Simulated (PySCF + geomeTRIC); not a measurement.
Species: H2BrGa, SMILES `[GaH2][Br]` (charge 0, multiplicity 1).

Question: Give a relaxed geometry from TPSSh-D3(BJ)/def2-TZVP (PySCF + geomeTRIC).

Answer: the end point of this relaxation (outside a Z-matrix the atoms follow the SMILES, hydrogens last).
Bonded distances (Å): Ga1–Br2 2.299, Ga1–H3 1.554, Ga1–H4 1.554. Bond angles (°): Br2–Ga1–H3 115.4, Br2–Ga1–H4 115.4, H3–Ga1–H4 129.3.
